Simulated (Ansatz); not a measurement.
Two members of one family (Series TcO3X), computed with Ansatz in the gas phase; def2 core potentials for Tc, no spin–orbit coupling. Binding counts from free atoms in the multiplicity of their measured ground term, without zero-point energy. A dash marks a value that wasn't run or was left out as unsound. The structures are stationary points that may keep the symmetry of their start. Remarks come from the PBE and PBE0 runs and from stability tests at other levels; not every state was tested. HOMO above LUMO (over both spins in singlets and doublets, within one spin in higher multiplets; at PBE or PBE0), or a gap under 0.15 eV within one spin, warns that the state may not be the lowest or that an electron is smeared out.

First: TcO3F (singlet, charge 0, r2SCAN-D4/def2-SVP geometry).

```xyz
5

Tc   -0.002    0.016   -0.020
O     1.219    1.157    0.036
O     0.113   -0.839   -1.453
O    -1.482    0.793    0.037
F     0.153   -1.127    1.399
```

```csv
level,HOMO (eV),LUMO (eV),gap (eV),vertical IE (eV),vertical triplet (eV),binding per atom (eV)
PBE-D4/def2-SVP,-8.55,-4.65,3.91,–,–,5.12
PBE-D4/def2-TZVP,-8.64,-4.74,3.90,12.20,3.74,5.04
r2SCAN-D4/def2-TZVP,-9.06,-4.85,4.22,12.37,3.63,4.63
PBE0-D4/def2-SVP,-10.34,-4.20,6.14,–,–,4.31
PBE0-D4/def2-TZVP,-10.34,-4.18,6.15,12.51,3.35,4.28
```

Metal–donor distances: 3 × O 1.67 Å, 1 × F 1.83 Å. Remarks: restricted SCF unstable in HF, spin-contaminated (⟨S²⟩ up to 0.85) (+1 doublet), gap within one spin near zero at PBE or PBE0 (triplet).

Second: TcO3Cl (singlet, charge 0, r2SCAN-D4/def2-SVP geometry).

```
atom   x (Å)   y (Å)   z (Å)
 Tc1  -0.083  -0.056   0.051
  O2   0.211  -1.701  -0.050
  O3  -0.160   0.399   1.660
  O4  -1.538   0.298  -0.699
 Cl5   1.571   1.061  -0.963
```

Task: Estimate the same table for the second.

Result: 
```json
{"level": "PBE-D4/def2-SVP", "HOMO (eV)": "-8.50", "LUMO (eV)": "-4.72", "gap (eV)": "3.78", "vertical IE (eV)": "–", "vertical triplet (eV)": "–", "binding per atom (eV)": "4.84"}
{"level": "PBE-D4/def2-TZVP", "HOMO (eV)": "-8.56", "LUMO (eV)": "-4.80", "gap (eV)": "3.76", "vertical IE (eV)": "11.82", "vertical triplet (eV)": "3.59", "binding per atom (eV)": "4.78"}
{"level": "r2SCAN-D4/def2-TZVP", "HOMO (eV)": "-8.98", "LUMO (eV)": "-4.90", "gap (eV)": "4.08", "vertical IE (eV)": "12.03", "vertical triplet (eV)": "3.50", "binding per atom (eV)": "4.40"}
{"level": "PBE0-D4/def2-SVP", "HOMO (eV)": "-10.21", "LUMO (eV)": "-4.24", "gap (eV)": "5.97", "vertical IE (eV)": "–", "vertical triplet (eV)": "–", "binding per atom (eV)": "4.08"}
{"level": "PBE0-D4/def2-TZVP", "HOMO (eV)": "-10.21", "LUMO (eV)": "-4.23", "gap (eV)": "5.98", "vertical IE (eV)": "12.15", "vertical triplet (eV)": "3.23", "binding per atom (eV)": "4.07"}
```

Metal–donor distances: 3 × O 1.67 Å, 1 × Cl 2.24 Å. Remarks: restricted SCF unstable in HF, gap within one spin near zero at PBE or PBE0 (+1 doublet), spin-contaminated (⟨S²⟩ up to 0.85) (+1 doublet), gap within one spin near zero at PBE or PBE0 (triplet).
